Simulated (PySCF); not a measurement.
## Deuteron quadrupole couplings in `C#CC[Si](C)(C)[SiH3]`

Compound: C5H12Si2.
Cartesian coordinates in Å at the GFN2-xTB level; atoms count from 1:
```
atom  x, y, z in Å
C1     3.1076   -1.1014   -0.0321
C2     2.1427   -0.8325   -0.6884
C3     0.9599   -0.5079   -1.4426
Si4   -0.4689    0.0977   -0.2900
C5    -0.9173   -1.3708    0.8478
C6    -1.9693    0.4219   -1.4329
Si7    0.1847    1.9839    0.9026
H8     3.9654   -1.3417    0.5215
H9     1.2080    0.2695   -2.1688
H10    0.6501   -1.3920   -2.0050
H11   -1.7029   -1.1001    1.5478
H12   -1.2639   -2.2332    0.2839
H13   -0.0539   -1.6862    1.4264
H14   -2.8360    0.7170   -0.8490
H15   -1.7682    1.2202   -2.1415
H16   -2.2472   -0.4613   -2.0024
H17    1.3856    1.7605    1.7100
H18   -0.8611    2.4411    1.8249
H19    0.4748    3.1245    0.0259
```

Level: PBE0/pcSseg-1 (PySCF, non-relativistic); Q(2H) = 0.00286 b; rigid geometry, the same for H and D, with no vibrational averaging.

Question: Rank these positions by the coupling χzz of a deuteron there, largest first.
A. H8 (alkyne hydrogen)
B. H19 (Si–H hydrogen)
C. H11 (methyl hydrogen)
D. H9 (methylene hydrogen)

Answer: A (268 kHz), C (218 kHz), D (207 kHz), B (109 kHz).

What are Vzz, η and χzz (234.96 MHz × Q × Vzz) at all hydrogens?

```json
{"atom": "H8", "bonded to": "C1", "bond length (Å)": "1.049", "Vzz (au)": "0.3991", "η": "0.01", "χzz (kHz)": "268"}
{"atom": "H9", "bonded to": "C3", "bond length (Å)": "1.092", "Vzz (au)": "0.3088", "η": "0.03", "χzz (kHz)": "207"}
{"atom": "H10", "bonded to": "C3", "bond length (Å)": "1.093", "Vzz (au)": "0.3089", "η": "0.04", "χzz (kHz)": "208"}
{"atom": "H11", "bonded to": "C5", "bond length (Å)": "1.086", "Vzz (au)": "0.3251", "η": "0.01", "χzz (kHz)": "218"}
{"atom": "H12", "bonded to": "C5", "bond length (Å)": "1.087", "Vzz (au)": "0.3244", "η": "0.01", "χzz (kHz)": "218"}
{"atom": "H13", "bonded to": "C5", "bond length (Å)": "1.086", "Vzz (au)": "0.3230", "η": "0.02", "χzz (kHz)": "217"}
{"atom": "H14", "bonded to": "C6", "bond length (Å)": "1.086", "Vzz (au)": "0.3258", "η": "0.01", "χzz (kHz)": "219"}
{"atom": "H15", "bonded to": "C6", "bond length (Å)": "1.086", "Vzz (au)": "0.3251", "η": "0.01", "χzz (kHz)": "219"}
{"atom": "H16", "bonded to": "C6", "bond length (Å)": "1.087", "Vzz (au)": "0.3246", "η": "0.01", "χzz (kHz)": "218"}
{"atom": "H17", "bonded to": "Si7", "bond length (Å)": "1.464", "Vzz (au)": "0.1649", "η": "0.02", "χzz (kHz)": "111"}
{"atom": "H18", "bonded to": "Si7", "bond length (Å)": "1.467", "Vzz (au)": "0.1629", "η": "0.00", "χzz (kHz)": "109"}
{"atom": "H19", "bonded to": "Si7", "bond length (Å)": "1.468", "Vzz (au)": "0.1628", "η": "0.00", "χzz (kHz)": "109"}
```

Average by the element that carries the hydrogen.

on C: 221 kHz over 9 positions, mean bond length 1.084 Å; on Si: 110 kHz over 3 positions, mean bond length 1.466 Å.

How does χzz go with the bond length over the 9 C–H bonds?

A straight-line fit has a slope of -13.6 kHz for each 0.01 Å, with a correlation coefficient of -1.00, over lengths from 1.049 to 1.093 Å. The longer bonds have the smaller couplings here.

Isolated species at its GFN2-xTB geometry (one conformer only). GFN2-xTB bond lengths can be off by several hundredths of an ångström, more for odd bonds, and the gradients follow them. With so small a basis the couplings can be 20 % off.

The run behind these numbers computed NMR shieldings as well. On one thread, Arm Neoverse N1 (aarch64), shared host, this took 60 s wall and 0.90 GiB of memory at its peak.
